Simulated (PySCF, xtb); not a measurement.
HgBr2, SMILES [Br][Hg][Br].

GFN2-xTB (xtb) at its own geometry gives an orbital gap of 4.44 eV and a dipole moment of 0.00 D.

Geometry: B3LYP-D3(BJ)/def2-SVP. The isomer is the one that the SMILES or the coordinates give; other isomers of the formula were not compared. The def2 effective core potentials stand for the cores of Hg; spin–orbit coupling is left out.

Question: What does PBE/def2-TZVPD run with PySCF give? (Estimate from the structure and the level; the computed values follow.)

Answer: gap 3.50 eV (levels -7.19 and -3.69 eV), dipole 0.00 D.
